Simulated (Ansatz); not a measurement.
A run of Ansatz (development build ahead of 0.2.0) on quartet CoN(+) at this shape:

```xyz
2

Co    0.0000    0.0000    0.0000
N     0.0000    0.0000    4.0040
```

Its results:

```yaml
Converged: yes
Total_energy: -1437.02369 hartree
Spin_squared_of_the_determinant: 3.750
Stability_test: minimum among restricted orbitals
```

Which input gives this output? Name the method, the orbitals and the basis set, and write the input.

B3LYP (restricted open-shell) in pcseg-2.

```yaml
crystal:
  periodic: [false, false, false]
  atoms:
    - { symbol: Co, position_ang: [0.0, 0.0, 0.0] }
    - { symbol: "N", position_ang: [0.0, 0.0, 4.004] }
basis:
  gaussian: { orbitals: pcseg-2 }
total_charge: 1
magnetization:
  initial_magnetization: 3
hamiltonian:
  xc: { name: B3LYP }
```

Caution: stretched shape with no unrestricted run beside it, a lower state can exist; charge can spread falsely over distant fragments; other spin multiplicities were not run.
